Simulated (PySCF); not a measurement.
Input for PySCF: R-M06-2X/def2-TZVPPD on H2O (SMILES O) with ghost functions.

```python
from pyscf import gto, dft

mol = gto.M(
    atom='''
    O     0.01108668   -0.48708049   -0.14963057
    H    -0.72461800   -0.57597182    0.46702976
    H     0.73591533   -0.17960363    0.40665172
    ghost-C   -1.69383132   -0.65974800    3.13185021
    ghost-C   -0.73194702    0.25647584    3.00174626
    ghost-C    0.68848169   -0.04060745    3.07234231
    ghost-C    1.65096097    0.86446566    2.88240259
    ghost-H   -1.45816214   -1.70191412    3.31383859
    ghost-H   -2.74093627   -0.39665518    3.06807779
    ghost-H   -1.00022610    1.29310728    2.81864523
    ghost-H    0.95650522   -1.07233414    3.28164306
    ghost-H    2.69815995    0.60022856    2.93952647
    ghost-H    1.41552120    1.90109330    2.67087578
    ''',
    basis='def2-tzvppd',
    charge=0, spin=0, verbose=4, max_memory=1800)
mf = dft.RKS(mol, xc='m062x').density_fit(auxbasis='def2-universal-jkfit')
mf.grids.level = 4
mf.conv_tol = 1e-9
mf.max_cycle = 150
mf.kernel()
mf.dip_moment()
```

It printed:

```
PySCF version 2.14.0

[INPUT] verbose = 4
[INPUT] num. atoms = 13
[INPUT] num. electrons = 10
[INPUT] charge = 0
[INPUT] spin (= nelec alpha-beta = 2S) = 0
[INPUT] symmetry False subgroup None
[INPUT] Mole.unit = angstrom
[INPUT] Symbol           X                Y                Z      unit          X                Y                Z       unit  Magmom
[INPUT]  1 O      0.011086680000  -0.487080490000  -0.149630570000 AA    0.020950788831  -0.920448726719  -0.282760797163 Bohr   0.0
[INPUT]  2 H     -0.724618000000  -0.575971820000   0.467029760000 AA   -1.369329564930  -1.088428995267   0.882558338421 Bohr   0.0
[INPUT]  3 H      0.735915330000  -0.179603630000   0.406651720000 AA    1.390678424569  -0.339401671678   0.768460378883 Bohr   0.0
[INPUT]  4 GHOST-C  -1.693831320000  -0.659748000000   3.131850210000 AA   -3.200877296011  -1.246743031230   5.918339160062 Bohr   0.0
[INPUT]  5 GHOST-C  -0.731947020000   0.256475840000   3.001746260000 AA   -1.383179405492   0.484669095168   5.672478326837 Bohr   0.0
[INPUT]  6 GHOST-C   0.688481690000  -0.040607450000   3.072342310000 AA    1.301041835878  -0.076736959117   5.805885526814 Bohr   0.0
[INPUT]  7 GHOST-C   1.650960970000   0.864465660000   2.882402590000 AA    3.119864075646   1.633603341491   5.446951475837 Bohr   0.0
[INPUT]  8 GHOST-H  -1.458162140000  -1.701914120000   3.313838590000 AA   -2.755527089810  -3.216151574330   6.262247356115 Bohr   0.0
[INPUT]  9 GHOST-H  -2.740936270000  -0.396655180000   3.068077790000 AA   -5.179618875187  -0.749569656090   5.797826751961 Bohr   0.0
[INPUT] 10 GHOST-H  -1.000226100000   1.293107280000   2.818645230000 AA   -1.890153391642   2.443618608881   5.326467527012 Bohr   0.0
[INPUT] 11 GHOST-H   0.956505220000  -1.072334140000   3.281643060000 AA    1.807532902517  -2.026417838621   6.201406621980 Bohr   0.0
[INPUT] 12 GHOST-H   2.698159950000   0.600228560000   2.939526470000 AA    5.098783345770   1.134267590542   5.554899964210 Bohr   0.0
[INPUT] 13 GHOST-H   1.415521200000   1.901093300000   2.670875780000 AA    2.674947391516   3.592545674246   5.047223736934 Bohr   0.0

nuclear repulsion = 9.13192100879332
number of shells = 122
number of NR pGTOs = 415
number of NR cGTOs = 324
basis = def2-tzvppd
ecp = {}


******** <class 'pyscf.df.df_jk.DFRKS'> ********
method = DFRKS
initial guess = minao
damping factor = 0
level_shift factor = 0
DIIS = <class 'pyscf.scf.diis.CDIIS'>
diis_start_cycle = 1
diis_space = 8
diis_damp = 0
SCF conv_tol = 1e-09
SCF conv_tol_grad = None
SCF max_cycles = 150
direct_scf = False
XC library pyscf.dft.libxc version 7.1.2
    S. Lehtola, C. Steigemann, M. J. T. Oliveira, and M. A. L. Marques,  SoftwareX 7, 1–5 (2018)
XC functionals = m062x
    Y. Zhao and D. G. Truhlar,  Theor. Chem. Acc. 120, 215 (2008)
    Y. Zhao and D. G. Truhlar,  Theor. Chem. Acc. 120, 215 (2008)
radial grids:
    Treutler-Ahlrichs [JCP 102, 346 (1995); DOI:10.1063/1.469408] (M4) radial grids

becke partition: Becke, JCP 88, 2547 (1988); DOI:10.1063/1.454033
pruning grids: <function nwchem_prune>
grids dens level: 4
symmetrized grids: False
atomic radii adjust function: <function treutler_atomic_radii_adjust>
small_rho_cutoff = 0
Set gradient conv threshold to 3.16228e-05
Initial guess from minao.
tot grids = 268360
******** <class 'pyscf.df.df.DF'> ********
auxbasis = def2-universal-jkfit
init E= -76.3186385733682
  HOMO = -0.452003791501532  LUMO = -0.0182867934797954  gap/eV = 11.80204
cycle= 1 E= -76.3716282534646  delta_E= -0.053  |g|= 0.567  |ddm|= 1.11
  HOMO = -0.27747675849103  LUMO = -0.00611882736025038  gap/eV = 7.38403
cycle= 2 E= -76.3509861472016  delta_E= 0.0206  |g|= 0.691  |ddm|= 0.627
  HOMO = -0.407072833717738  LUMO = -0.0077190521102608  gap/eV = 10.86697
cycle= 3 E= -76.4309748756721  delta_E= -0.08  |g|= 0.0274  |ddm|= 0.298
  HOMO = -0.402669761652962  LUMO = -0.00586991352443533  gap/eV = 10.79747
cycle= 4 E= -76.4310949183997  delta_E= -0.00012  |g|= 0.00368  |ddm|= 0.055
  HOMO = -0.403269282901988  LUMO = -0.00590052768814076  gap/eV = 10.81295
cycle= 5 E= -76.4310980246255  delta_E= -3.11e-06  |g|= 0.000507  |ddm|= 0.00907
  HOMO = -0.403306743162336  LUMO = -0.00587662373082409  gap/eV = 10.81462
cycle= 6 E= -76.4310981272346  delta_E= -1.03e-07  |g|= 7.19e-05  |ddm|= 0.00198
  HOMO = -0.403308612595339  LUMO = -0.0058735258814373  gap/eV = 10.81476
cycle= 7 E= -76.4310981306895  delta_E= -3.45e-09  |g|= 7.16e-06  |ddm|= 0.000354
  HOMO = -0.403309786386082  LUMO = -0.00587386735401907  gap/eV = 10.81478
cycle= 8 E= -76.4310981307242  delta_E= -3.48e-11  |g|= 8.94e-07  |ddm|= 4.05e-05
  HOMO = -0.40330978510185  LUMO = -0.0058738511156271  gap/eV = 10.81478
Extra cycle  E= -76.4310981307249  delta_E= -6.96e-13  |g|= 3.34e-07  |ddm|= 3.34e-06
converged SCF energy = -76.4310981307249
Dipole moment(X, Y, Z, Debye): -0.01741,  0.35020,  1.87917
```

The run converged.

Cost: about 50 core-seconds (a rough figure).
